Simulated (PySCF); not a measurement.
# H3Se⁺: script and output

File input.py (PySCF 2.14):

```python
from pyscf import gto, scf, mp

mol = gto.M(
    atom='Se 0 0 -0.0297; H 1.2352 0 0.7855; H -0.6176 1.0698 0.7855; H -0.6177 -1.0697 0.7855',
    basis='6-31g*',
    charge=1,
    spin=0,
    verbose=4,
)
mf = scf.RHF(mol)
mf.kernel()
mp.MP2(mf, frozen=9).kernel()
mf.dip_moment()
print('orbital energies (hartree):', mf.mo_energy[..., max(0, mol.nelec[1]-3):mol.nelec[0]+3].round(4))
```

```bash
$ OMP_NUM_THREADS=1 python input.py
```

Output (some set-up lines and the per-cycle HOMO/LUMO lines with their warnings removed):

```
PySCF version 2.14.0

[INPUT] verbose = 4
[INPUT] num. atoms = 4
[INPUT] num. electrons = 36
[INPUT] charge = 1
[INPUT] spin (= nelec alpha-beta = 2S) = 0
[INPUT] symmetry False subgroup None
[INPUT] Mole.unit = angstrom
[INPUT] Symbol           X                Y                Z      unit          X                Y                Z       unit  Magmom
[INPUT]  1 Se     0.000000000000   0.000000000000  -0.029700000000 AA    0.000000000000   0.000000000000  -0.056124865900 Bohr   0.0
[INPUT]  2 H      1.235200000000   0.000000000000   0.785500000000 AA    2.334189709063   0.000000000000   1.484379870846 Bohr   0.0
[INPUT]  3 H     -0.617600000000   1.069800000000   0.785500000000 AA   -1.167094854531   2.021629008060   1.484379870846 Bohr   0.0
[INPUT]  4 H     -0.617700000000  -1.069700000000   0.785500000000 AA   -1.167283827144  -2.021440035447   1.484379870846 Bohr   0.0

nuclear repulsion = 37.2126523470587
number of shells = 18
number of NR pGTOs = 107
number of NR cGTOs = 38
basis = 6-31g*
ecp = {}

******** <class 'pyscf.scf.hf.RHF'> ********
method = RHF
initial guess = minao
damping factor = 0
level_shift factor = 0
DIIS = <class 'pyscf.scf.diis.CDIIS'>
diis_start_cycle = 1
diis_space = 8
diis_damp = 0
SCF conv_tol = 1e-09
SCF conv_tol_grad = None
SCF max_cycles = 50
direct_scf = True
direct_scf_tol = 1e-13
Set gradient conv threshold to 3.16228e-05
Initial guess from minao.
init E= -2400.25701215997
cycle= 1 E= -2400.92863812002  delta_E= -0.672  |g|= 0.287  |ddm|= 1.58
cycle= 2 E= -2400.96481873216  delta_E= -0.0362  |g|= 0.101  |ddm|= 0.499
cycle= 3 E= -2400.966852874  delta_E= -0.00203  |g|= 0.034  |ddm|= 0.096
cycle= 4 E= -2400.96717423935  delta_E= -0.000321  |g|= 0.0074  |ddm|= 0.0411
cycle= 5 E= -2400.96721417315  delta_E= -3.99e-05  |g|= 0.00131  |ddm|= 0.0184
cycle= 6 E= -2400.96721536946  delta_E= -1.2e-06  |g|= 0.000155  |ddm|= 0.00392
cycle= 7 E= -2400.96721538327  delta_E= -1.38e-08  |g|= 3.57e-05  |ddm|= 0.000376
cycle= 8 E= -2400.96721538414  delta_E= -8.7e-10  |g|= 5.5e-06  |ddm|= 0.000108
Extra cycle  E= -2400.96721538416  delta_E= -1.73e-11  |g|= 2.08e-06  |ddm|= 1.47e-05
converged SCF energy = -2400.96721538416

******** <class 'pyscf.mp.mp2.RMP2'> ********
nocc = 9, nmo = 29
frozen orbitals 9
E(RMP2) = -2401.22204878145  E_corr = -0.254833397287332
E(SCS-RMP2) = -2401.20908143139  E_corr = -0.241866047232172
E_corr(same-spin) = -0.0737700340530303
E_corr(oppo-spin) = -0.181063363234302

WARN: System has nonzero charge 1; the dipole moment is origin-dependent.
Location of origin: [0. 0. 0.]

Dipole moment(X, Y, Z, Debye): -0.00007,  0.00005,  1.81970
orbital energies (hartree): [-0.8438 -0.8438 -0.7459 -0.1209 -0.1209 -0.0398]
```

In short: E(SCF) = -2400.967215 Eh, 8 cycles, E(MP2) − E(SCF) = -0.25483 Eh.

Hardware: Arm Neoverse N1, 1 thread, shared host. Wall time 1.4 s.

The dipole of an ion depends on the origin.
